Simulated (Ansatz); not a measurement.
A short molecular-dynamics run on C₂H₃BF₂, SMILES `FB1CC1F`.

```yaml
crystal:
  periodic: [false, false, false]
  atoms:
    - {symbol: F, position_ang: [-1.959157, 0.811037, 0.881611]}
    - {symbol: B, position_ang: [-0.812769, 0.468375, 0.359509]}
    - {symbol: C, position_ang: [0.566310, -0.110780, 0.615392]}
    - {symbol: C, position_ang: [-0.004007, -0.019894, -0.832990]}
    - {symbol: F, position_ang: [-0.254717, -1.172621, -1.528767]}
    - {symbol: H, position_ang: [0.487106, -1.092894, 1.089028]}
    - {symbol: H, position_ang: [1.521677, 0.365847, 0.802452]}
    - {symbol: H, position_ang: [0.547757, 0.693831, -1.442036]}
basis:
  gaussian: {orbitals: def2-SVP}
hamiltonian: {xc: {name: revPBE}}
md: {timestep: 1 fs, n_steps: 30, ensemble: nvt_langevin, temperature: 1000, initial_velocities: maxwell_boltzmann, friction: 0.01, seed: 472}
```

```sh
$ ansatz run in.yaml --threads 2 --pin off --events-out ev --progress --plain --max-ram 4352MiB
```

```tsv
step	time (fs)	potential energy (eV)	kinetic (eV)	T (K)	conserved (eV)
0	0.0	-8223.5955	0.9048	875	–
1	1.0	-8223.5857	0.9279	897	–
2	2.0	-8223.5076	0.8700	841	–
3	3.0	-8223.4336	0.9092	879	–
4	4.0	-8223.3788	0.8776	849	–
5	5.0	-8223.3221	0.8058	779	–
6	6.0	-8223.2710	0.8210	794	–
7	7.0	-8223.2223	0.7599	735	–
8	8.0	-8223.1658	0.6431	622	–
9	9.0	-8223.1267	0.6170	597	–
10	10.0	-8223.1230	0.5951	575	–
11	11.0	-8223.1350	0.6789	657	–
12	12.0	-8223.1330	0.7073	684	–
13	13.0	-8223.1260	0.6531	632	–
14	14.0	-8223.1297	0.6381	617	–
15	15.0	-8223.1460	0.6046	585	–
16	16.0	-8223.1699	0.6473	626	–
17	17.0	-8223.2069	0.6324	612	–
18	18.0	-8223.2517	0.6133	593	–
19	19.0	-8223.2719	0.6181	598	–
20	20.0	-8223.2602	0.6630	641	–
21	21.0	-8223.2596	0.6710	649	–
22	22.0	-8223.2827	0.6427	622	–
23	23.0	-8223.3167	0.6655	644	–
24	24.0	-8223.3327	0.7182	695	–
25	25.0	-8223.3296	0.7478	723	–
26	26.0	-8223.3083	0.7414	717	–
27	27.0	-8223.2937	0.7297	706	–
28	28.0	-8223.3034	0.6558	634	–
29	29.0	-8223.3108	0.6485	627	–
30	30.0	-8223.2892	0.6552	634	–
```

Velocities are drawn at the set temperature; a run this short doesn't reach equilibrium.

Frames (Å, forces in eV/Å):

```xyz
8
time=0.0 fs
F    -1.959    0.811    0.882   -0.891    0.235    0.418
B    -0.813    0.468    0.360    0.159    0.143   -0.121
C     0.566   -0.111    0.615    0.098    0.108    0.104
C    -0.004   -0.020   -0.833   -0.147   -0.181   -0.121
F    -0.255   -1.173   -1.529   -0.153   -0.540   -0.360
H     0.487   -1.093    1.089   -0.034   -0.527    0.276
H     1.522    0.366    0.802    0.605    0.258    0.159
H     0.548    0.694   -1.442    0.364    0.505   -0.355
8
time=1.0 fs
F    -1.969    0.811    0.873   -0.641    0.134    0.236
B    -0.819    0.459    0.350    0.177    0.260    0.348
C     0.576   -0.108    0.622   -0.925   -1.050    0.377
C     0.009   -0.010   -0.828    0.337   -0.123   -1.033
F    -0.255   -1.174   -1.527   -0.051   -0.264   -0.141
H     0.498   -1.120    1.114   -0.053    0.406   -0.289
H     1.507    0.352    0.859    1.226    0.651    0.204
H     0.561    0.705   -1.484   -0.070   -0.014    0.297
8
time=2.0 fs
F    -1.980    0.810    0.865   -0.387    0.024    0.060
B    -0.826    0.449    0.340    0.191    0.403    0.780
C     0.585   -0.105    0.628   -1.541   -1.667    0.525
C     0.022    0.000   -0.823    0.714   -0.126   -1.835
F    -0.255   -1.177   -1.524    0.069    0.026    0.053
H     0.510   -1.137    1.138   -0.090    0.949   -0.682
H     1.502    0.342    0.911    1.479    0.864    0.220
H     0.575    0.721   -1.522   -0.435   -0.474    0.880
8
time=3.0 fs
F    -1.991    0.810    0.857   -0.186   -0.073   -0.096
B    -0.835    0.439    0.330    0.300    0.525    1.138
C     0.593   -0.101    0.634   -1.442   -1.582    0.683
C     0.036    0.011   -0.819    0.895   -0.201   -2.376
F    -0.255   -1.179   -1.521    0.204    0.288    0.212
H     0.520   -1.140    1.155   -0.128    1.106   -0.876
H     1.511    0.341    0.966    1.016    0.726    0.025
H     0.585    0.737   -1.553   -0.660   -0.788    1.290
8
time=4.0 fs
F    -2.004    0.810    0.850    0.030   -0.173   -0.260
B    -0.845    0.433    0.319    0.453    0.619    1.420
C     0.600   -0.098    0.642   -0.905   -1.018    0.867
C     0.053    0.021   -0.817    0.859   -0.367   -2.578
F    -0.257   -1.182   -1.517    0.337    0.504    0.341
H     0.524   -1.132    1.164   -0.135    1.002   -0.906
H     1.533    0.351    1.022    0.091    0.337   -0.370
H     0.595    0.744   -1.574   -0.731   -0.904    1.486
8
time=5.0 fs
F    -2.016    0.811    0.843    0.249   -0.273   -0.421
B    -0.853    0.429    0.309    0.603    0.705    1.609
C     0.605   -0.096    0.651   -0.349   -0.296    0.980
C     0.070    0.030   -0.817    0.646   -0.642   -2.429
F    -0.258   -1.185   -1.513    0.454    0.678    0.427
H     0.525   -1.120    1.167   -0.125    0.727   -0.825
H     1.557    0.365    1.073   -0.809   -0.067   -0.793
H     0.605    0.740   -1.582   -0.668   -0.831    1.450
8
time=6.0 fs
F    -2.028    0.811    0.836    0.445   -0.360   -0.556
B    -0.860    0.425    0.301    0.785    0.746    1.674
C     0.609   -0.096    0.661   -0.012    0.465    0.894
C     0.088    0.039   -0.820    0.175   -1.063   -1.815
F    -0.259   -1.188   -1.506    0.564    0.829    0.463
H     0.527   -1.105    1.165   -0.113    0.299   -0.652
H     1.575    0.383    1.116   -1.429   -0.368   -1.110
H     0.611    0.732   -1.574   -0.415   -0.548    1.101
8
time=7.0 fs
F    -2.039    0.811    0.827    0.575   -0.415   -0.645
B    -0.867    0.423    0.295    1.071    0.708    1.607
C     0.613   -0.095    0.672   -0.001    1.137    0.593
C     0.108    0.048   -0.824   -0.595   -1.697   -0.767
F    -0.259   -1.192   -1.498    0.678    0.986    0.485
H     0.530   -1.092    1.160   -0.104   -0.196   -0.428
H     1.580    0.400    1.147   -1.683   -0.515   -1.252
H     0.613    0.719   -1.553    0.060   -0.008    0.407
8
time=8.0 fs
F    -2.049    0.811    0.819    0.651   -0.446   -0.693
B    -0.873    0.422    0.291    1.379    0.642    1.474
C     0.616   -0.095    0.682   -0.257    1.550    0.206
C     0.127    0.055   -0.826   -1.504   -2.463    0.447
F    -0.260   -1.196   -1.491    0.792    1.142    0.512
H     0.535   -1.085    1.148   -0.102   -0.639   -0.207
H     1.569    0.409    1.166   -1.613   -0.497   -1.232
H     0.621    0.706   -1.524    0.654    0.710   -0.507
8
time=9.0 fs
F    -2.059    0.809    0.810    0.706   -0.460   -0.716
B    -0.877    0.422    0.290    1.649    0.563    1.309
C     0.618   -0.094    0.692   -0.893    1.574   -0.296
C     0.143    0.060   -0.827   -2.307   -3.067    1.504
F    -0.261   -1.199   -1.484    0.900    1.277    0.537
H     0.541   -1.085    1.128   -0.097   -0.961   -0.022
H     1.540    0.410    1.172   -1.129   -0.257   -1.001
H     0.641    0.696   -1.495    1.171    1.331   -1.316
8
time=10.0 fs
F    -2.068    0.805    0.800    0.765   -0.462   -0.725
B    -0.880    0.422    0.291    1.838    0.470    1.156
C     0.621   -0.091    0.701   -1.913    0.980   -0.858
C     0.156    0.062   -0.830   -2.689   -3.125    2.036
F    -0.261   -1.200   -1.476    0.994    1.361    0.538
H     0.548   -1.097    1.105   -0.078   -0.927    0.031
H     1.501    0.404    1.173   -0.249    0.218   -0.558
H     0.668    0.695   -1.476    1.333    1.485   -1.620
8
time=11.0 fs
F    -2.077    0.800    0.790    0.857   -0.464   -0.736
B    -0.880    0.423    0.292    1.912    0.386    1.039
C     0.621   -0.088    0.710   -3.148   -0.234   -1.383
C     0.167    0.062   -0.831   -2.520   -2.536    1.900
F    -0.260   -1.199   -1.467    1.072    1.390    0.516
H     0.556   -1.121    1.084   -0.038   -0.426   -0.072
H     1.461    0.396    1.173    0.868    0.843    0.033
H     0.704    0.707   -1.469    0.998    1.040   -1.298
8
time=12.0 fs
F    -2.087    0.794    0.779    1.035   -0.482   -0.769
B    -0.877    0.424    0.293    1.761    0.347    1.003
C     0.621   -0.085    0.718   -4.113   -1.500   -1.767
C     0.176    0.062   -0.830   -1.868   -1.492    1.230
F    -0.258   -1.195   -1.458    1.121    1.364    0.478
H     0.564   -1.150    1.066    0.008    0.235   -0.185
H     1.429    0.395    1.176    1.788    1.361    0.554
H     0.747    0.730   -1.472    0.269    0.166   -0.544
8
time=13.0 fs
F    -2.097    0.787    0.768    1.296   -0.513   -0.819
B    -0.871    0.426    0.294    1.371    0.348    1.030
C     0.617   -0.085    0.723   -4.171   -2.230   -1.699
C     0.183    0.062   -0.827   -1.152   -0.500    0.533
F    -0.254   -1.189   -1.449    1.142    1.296    0.426
H     0.571   -1.178    1.050    0.042    0.842   -0.254
H     1.411    0.405    1.190    1.905    1.399    0.646
H     0.789    0.756   -1.477   -0.433   -0.641    0.135
8
time=14.0 fs
F    -2.106    0.781    0.757    1.514   -0.522   -0.843
B    -0.864    0.429    0.297    0.976    0.327    1.023
C     0.611   -0.086    0.727   -3.374   -2.277   -1.183
C     0.188    0.062   -0.822   -0.650    0.182    0.079
F    -0.250   -1.183   -1.440    1.147    1.238    0.380
H     0.574   -1.203    1.037    0.062    1.294   -0.274
H     1.409    0.422    1.214    1.230    0.927    0.269
H     0.825    0.777   -1.477   -0.906   -1.169    0.548
8
time=15.0 fs
F    -2.113    0.775    0.745    1.690   -0.515   -0.847
B    -0.858    0.435    0.299    0.585    0.302    0.992
C     0.603   -0.088    0.731   -2.166   -1.759   -0.510
C     0.194    0.062   -0.817   -0.356    0.576   -0.174
F    -0.245   -1.177   -1.431    1.133    1.182    0.342
H     0.576   -1.215    1.020    0.066    1.418   -0.190
H     1.420    0.445    1.239    0.206    0.213   -0.333
H     0.855    0.786   -1.471   -1.158   -1.418    0.720
8
time=16.0 fs
F    -2.119    0.769    0.734    1.880   -0.504   -0.851
B    -0.849    0.441    0.301    0.120    0.282    0.954
C     0.592   -0.091    0.733   -1.057   -0.971   -0.005
C     0.200    0.062   -0.812   -0.302    0.764   -0.220
F    -0.239   -1.172   -1.424    1.107    1.103    0.296
H     0.579   -1.211    0.996    0.053    1.135    0.008
H     1.433    0.466    1.262   -0.637   -0.389   -0.839
H     0.871    0.785   -1.455   -1.163   -1.420    0.657
8
time=17.0 fs
F    -2.125    0.765    0.721    2.078   -0.493   -0.848
B    -0.840    0.447    0.303   -0.399    0.275    0.915
C     0.581   -0.094    0.737   -0.331   -0.090    0.184
C     0.205    0.061   -0.808   -0.475    0.761   -0.047
F    -0.233   -1.167   -1.415    1.060    0.973    0.227
H     0.577   -1.195    0.971    0.050    0.493    0.278
H     1.435    0.482    1.276   -1.071   -0.732   -1.095
H     0.869    0.773   -1.434   -0.911   -1.187    0.388
8
time=18.0 fs
F    -2.131    0.762    0.708    2.251   -0.484   -0.833
B    -0.832    0.453    0.304   -0.912    0.291    0.872
C     0.570   -0.098    0.741   -0.012    0.718    0.100
C     0.208    0.059   -0.803   -0.836    0.548    0.295
F    -0.228   -1.161   -1.407    0.978    0.782    0.142
H     0.570   -1.175    0.950    0.067   -0.326    0.555
H     1.423    0.491    1.273   -1.103   -0.820   -1.080
H     0.857    0.751   -1.411   -0.433   -0.709   -0.051
8
time=19.0 fs
F    -2.136    0.757    0.695    2.353   -0.458   -0.794
B    -0.825    0.458    0.306   -1.357    0.281    0.808
C     0.559   -0.100    0.744    0.040    1.330   -0.101
C     0.208    0.057   -0.798   -1.396    0.112    0.790
F    -0.222   -1.155   -1.400    0.875    0.581    0.065
H     0.568   -1.158    0.933    0.076   -1.136    0.789
H     1.401    0.494    1.259   -0.856   -0.705   -0.890
H     0.836    0.724   -1.388    0.264   -0.005   -0.667
8
time=20.0 fs
F    -2.139    0.752    0.681    2.354   -0.412   -0.718
B    -0.822    0.463    0.309   -1.718    0.254    0.696
C     0.546   -0.101    0.747   -0.098    1.530   -0.313
C     0.206    0.055   -0.791   -1.961   -0.360    1.274
F    -0.215   -1.150   -1.394    0.755    0.373   -0.006
H     0.567   -1.146    0.922    0.079   -1.698    0.938
H     1.370    0.490    1.241   -0.394   -0.416   -0.587
H     0.815    0.701   -1.369    0.983    0.728   -1.284
8
time=21.0 fs
F    -2.141    0.746    0.666    2.281   -0.354   -0.608
B    -0.820    0.467    0.314   -2.014    0.237    0.492
C     0.533   -0.101    0.748   -0.435    0.853   -0.512
C     0.204    0.053   -0.784   -2.275   -0.570    1.483
F    -0.207   -1.146   -1.388    0.619    0.154   -0.060
H     0.564   -1.149    0.917    0.055   -1.611    0.946
H     1.337    0.476    1.221    0.344    0.099   -0.131
H     0.801    0.681   -1.364    1.426    1.193   -1.612
8
time=22.0 fs
F    -2.143    0.741    0.652    2.160   -0.292   -0.482
B    -0.819    0.471    0.321   -2.267    0.233    0.222
C     0.519   -0.100    0.750   -0.850   -0.541   -0.662
C     0.202    0.051   -0.776   -2.108   -0.291    1.181
F    -0.200   -1.142   -1.383    0.479   -0.044   -0.096
H     0.560   -1.166    0.918    0.007   -0.902    0.842
H     1.306    0.462    1.197    1.229    0.712    0.407
H     0.799    0.670   -1.374    1.351    1.125   -1.413
8
time=23.0 fs
F    -2.143    0.737    0.638    1.964   -0.230   -0.343
B    -0.820    0.476    0.328   -2.439    0.268   -0.069
C     0.505   -0.098    0.752   -0.968   -2.018   -0.581
C     0.199    0.048   -0.768   -1.448    0.454    0.338
F    -0.192   -1.139   -1.378    0.336   -0.238   -0.140
H     0.553   -1.193    0.926   -0.043    0.107    0.682
H     1.287    0.455    1.172    1.840    1.110    0.779
H     0.810    0.669   -1.396    0.757    0.547   -0.666
8
time=24.0 fs
F    -2.141    0.733    0.623    1.645   -0.156   -0.176
B    -0.822    0.481    0.337   -2.440    0.314   -0.404
C     0.490   -0.097    0.753   -0.368   -2.849   -0.108
C     0.196    0.048   -0.759   -0.745    1.190   -0.602
F    -0.185   -1.137   -1.372    0.202   -0.399   -0.185
H     0.544   -1.222    0.937   -0.081    0.993    0.522
H     1.289    0.456    1.152    1.710    0.994    0.762
H     0.827    0.673   -1.423    0.077   -0.087    0.191
8
time=25.0 fs
F    -2.137    0.730    0.608    1.227   -0.069    0.005
B    -0.827    0.485    0.347   -2.295    0.345   -0.754
C     0.475   -0.098    0.753    0.904   -2.820    0.621
C     0.192    0.049   -0.751   -0.243    1.617   -1.286
F    -0.176   -1.135   -1.364    0.061   -0.518   -0.234
H     0.539   -1.242    0.952   -0.115    1.493    0.391
H     1.308    0.464    1.140    0.856    0.430    0.420
H     0.843    0.674   -1.449   -0.395   -0.479    0.836
8
time=26.0 fs
F    -2.134    0.726    0.593    0.685    0.036    0.186
B    -0.833    0.491    0.355   -1.889    0.313   -1.066
C     0.461   -0.101    0.754    2.164   -2.354    1.249
C     0.187    0.053   -0.746    0.035    1.704   -1.617
F    -0.167   -1.134   -1.356   -0.086   -0.601   -0.289
H     0.536   -1.249    0.971   -0.150    1.660    0.280
H     1.334    0.472    1.134   -0.139   -0.163    0.055
H     0.855    0.666   -1.466   -0.620   -0.596    1.201
8
time=27.0 fs
F    -2.129    0.723    0.576   -0.048    0.168    0.379
B    -0.843    0.497    0.363   -1.081    0.170   -1.368
C     0.450   -0.106    0.756    2.892   -1.732    1.568
C     0.183    0.059   -0.742    0.074    1.547   -1.623
F    -0.158   -1.135   -1.349   -0.204   -0.618   -0.327
H     0.534   -1.243    0.988   -0.164    1.503    0.229
H     1.357    0.474    1.130   -0.827   -0.521   -0.154
H     0.862    0.653   -1.471   -0.642   -0.518    1.297
8
time=28.0 fs
F    -2.126    0.720    0.559   -0.916    0.315    0.566
B    -0.854    0.502    0.369    0.006   -0.054   -1.642
C     0.441   -0.109    0.758    3.090   -0.978    1.638
C     0.180    0.065   -0.739   -0.111    1.250   -1.346
F    -0.150   -1.135   -1.342   -0.290   -0.618   -0.362
H     0.531   -1.222    1.004   -0.160    1.006    0.250
H     1.368    0.471    1.128   -1.154   -0.634   -0.236
H     0.862    0.638   -1.460   -0.465   -0.287    1.133
8
time=29.0 fs
F    -2.123    0.717    0.541   -1.789    0.456    0.722
B    -0.866    0.506    0.375    1.159   -0.318   -1.841
C     0.435   -0.115    0.761    2.889   -0.036    1.481
C     0.177    0.071   -0.737   -0.421    0.835   -0.869
F    -0.143   -1.136   -1.337   -0.365   -0.607   -0.400
H     0.532   -1.194    1.020   -0.136    0.200    0.348
H     1.368    0.462    1.126   -1.206   -0.578   -0.233
H     0.858    0.622   -1.441   -0.130    0.048    0.793
8
time=30.0 fs
F    -2.122    0.715    0.524   -2.600    0.577    0.841
B    -0.876    0.510    0.379    2.257   -0.576   -1.950
C     0.432   -0.120    0.766    2.357    0.938    1.106
C     0.171    0.078   -0.735   -0.775    0.276   -0.292
F    -0.137   -1.137   -1.332   -0.425   -0.532   -0.420
H     0.534   -1.166    1.037   -0.102   -0.753    0.495
H     1.360    0.447    1.121   -1.004   -0.362   -0.138
H     0.852    0.609   -1.419    0.292    0.433    0.357
```

Run time 30 s (2 threads of an Arm Neoverse V2 on a shared host); peak host memory 0.11 GiB.
